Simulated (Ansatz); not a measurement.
`C[O][SnH]([F])[O]C` and `C[O][Sn]([F])([F])[O]C` differ in one atom or group.

Ansatz, PBE0-D4/def2-TZVP geometries, multiplicity 1. Each molecule was computed in one conformer, which needn't be the lowest.

Elements past krypton have def2 core potentials.

```tsv
property	`C[O][SnH]([F])[O]C`
size of the dipole moment (ωB97M-V/def2-TZVPP) / D	1.38
size of the dipole moment (PBE/def2-TZVPP) / D	1.28
LUMO energy (B3LYP/def2-TZVPP) / eV	-1.44
size of the dipole moment (B3LYP/def2-TZVPP) / D	1.36
HOMO–LUMO gap (PBE/def2-TZVPP) / eV	4.39
LUMO energy (PBE0/def2-TZVPP) / eV	-1.08
```

Problem. What does the change do to each property? (Best estimate.)

Solution. Ansatz gave: 
```tsv
property	`C[O][Sn]([F])([F])[O]C`	shift
size of the dipole moment (ωB97M-V/def2-TZVPP) / D	2.65	1.27
size of the dipole moment (PBE/def2-TZVPP) / D	2.63	1.35
LUMO energy (B3LYP/def2-TZVPP) / eV	-2.67	-1.23
size of the dipole moment (B3LYP/def2-TZVPP) / D	2.72	1.36
HOMO–LUMO gap (PBE/def2-TZVPP) / eV	3.64	-0.75
LUMO energy (PBE0/def2-TZVPP) / eV	-2.32	-1.24
```

With PBE0 the HOMO falls by 0.51 eV and the LUMO falls by 1.24 eV, so the gap narrows by about 0.73 eV. PBE moves the HOMO by -0.47 eV and ωB97M-V by -0.48 eV. Dipoles are sizes alone; their direction can turn.

B3LYP here is the variant with VWN-RPA as its local correlation; programs differ in this.
